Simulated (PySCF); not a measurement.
A GIAO shielding run with PySCF 2.14 (density fitting, non-relativistic, gas phase) on `OC/C=C\[SiH2]S[SiH3]`, C3H10OSSi2:

```
$ OMP_NUM_THREADS=1 python probes_run.py task.json out

{"job": {"kind": "nmr", "xc": "PBE0", "basis": "pcSseg-1"}, "charge": 0, "multiplicity": 1}
O     -2.205282    -1.628786    -0.359482
C     -2.323871    -0.236018    -0.183144
C     -1.967970     0.514893    -1.435224
C     -0.788315     1.081852    -1.660144
Si     0.682766     1.096350    -0.494451
S      1.169368    -0.980697    -0.122205
Si     2.958518    -0.895348     1.050046
H     -1.270869    -1.836727    -0.492858
H     -3.372127    -0.060039     0.075415
H     -1.689172     0.102956     0.648900
H     -2.735344     0.516870    -2.199681
H     -0.636689     1.571563    -2.614291
H      0.431166     1.725356     0.801248
H      1.842892     1.704390    -1.141278
H      3.978412    -0.201487     0.273468
H      3.258494    -2.296713     1.273130
H      2.661025    -0.166385     2.276547
```

Hardware: 1 thread of an Arm Neoverse N1, shared host. The job also computes population analyses, field gradients.

**Question.** How large is the calculation?

**Answer.** 80 electrons, 190 basis functions and 1057 auxiliary functions.

**Question.** How long does it take, and how much memory does it need?

**Answer.** 57 s of wall time, with 14 SCF cycles and 5 response iterations; peak memory 0.84 GiB. Times on a shared host scatter by some tens of per cent.
